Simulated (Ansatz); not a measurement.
`[BH2][GeH2][F]` + `CBNC` → `BN(C)BC` + `[F][GeH3]`  (cleavage of the B–Ge bond)

Computed with Ansatz on PBE0-D4/def2-TZVP structures; ΔE is electronic, products minus reactants. CCSD(T)/CBS adds triple-zeta CCSD(T) − MP2 to the extrapolated MP2 energy (def2 sets, frozen cores). Functionals use def2-TZVPP. B3LYP here is the variant with VWN-RPA as its local correlation; programs differ in this. For Ge outer-core shells are correlated without core-valence functions, which leaves a few kJ/mol of doubt a bond. Scalar relativity is left out up to krypton. Each species was taken in one conformer, which may not be the lowest.

`[BH2][GeH2][F]`:

Cartesian coordinates in Å:
```
B 0.122 -1.240 -0.196
Ge -0.117 0.762 0.184
F 0.698 1.706 -1.046
H 0.740 -1.629 -1.138
H -0.371 -2.035 0.547
H 0.514 1.213 1.516
H -1.586 1.224 0.133
```

`CBNC`:

Cartesian coordinates in Å:
```
C -1.766 0.385 0.850
B -0.655 0.116 -0.225
N 0.667 -0.123 0.130
C 1.773 -0.381 -0.760
H -1.406 0.368 1.883
H -2.570 -0.355 0.763
H -2.242 1.356 0.676
H -0.913 0.109 -1.401
H 0.918 -0.124 1.107
H 1.413 -0.361 -1.788
H 2.559 0.374 -0.659
H 2.222 -1.363 -0.575
```

`BN(C)BC`:

```xyz
14

B    -0.199   -2.048   -0.297
N     0.080   -0.672   -0.122
C     1.454   -0.188   -0.237
B    -0.982    0.246    0.169
C    -0.779    1.779    0.387
H     0.701   -2.802   -0.538
H    -1.325   -2.430   -0.201
H     1.778    0.296    0.686
H     2.123   -1.023   -0.443
H     1.548    0.537   -1.048
H    -2.079   -0.224    0.254
H    -1.477    2.339   -0.244
H     0.227    2.165    0.219
H    -1.070    2.027    1.415
```

`[F][GeH3]`:

Z-matrix (Å, degrees):
```
Ge
F 1 1.742
H 1 1.533 2 106.2
H 1 1.533 2 106.3 3 120.0
H 1 1.533 2 106.2 3 -120.0
```

| level | ΔE (kJ/mol) | difference from CCSD(T)/CBS |
| --- | --- | --- |
| PBE-D4 | -105.7 | 6.0 |
| r2SCAN-D4 | -110.8 | 0.9 |
| PBE0-D4 | -108.5 | 3.2 |
| B3LYP-D4 | -112.6 | -0.9 |
| ωB97M-V | -115.6 | -3.9 |
| B2PLYP | -113.1 | -1.4 |
| PBE | -102.3 | 9.4 |
| r2SCAN | -109.8 | 1.9 |
| PBE0 | -105.6 | 6.1 |
| HF/def2-TZVPP | -111.9 | -0.2 |
| MP2/def2-TZVPP | -120.9 | -9.2 |
| SCS-MP2/def2-TZVPP | -118.2 | -6.5 |
| HF/def2-QZVPP | -113.6 | -1.9 |
| SCS-MP2/def2-QZVPP | -118.0 | -6.3 |
| HF/CBS(def2) | -113.8 | -2.1 |
| MP2/CBS(def2) | -118.8 | -7.1 |
| CCSD(T)/CBS | -111.7 | 0 |

Largest T1 diagnostic among the species: 0.012.

The D4 term adds −5.3 kJ/mol with B3LYP and −2.9 kJ/mol with PBE0; it sums over pairs of atoms, weighted by their polarisabilities, and B3LYP, whose exchange is more repulsive, gets the larger term. From PBE to PBE0 (25 % exact exchange), in def2-TZVPP and without D4, ΔE moves by −3.3 kJ/mol.
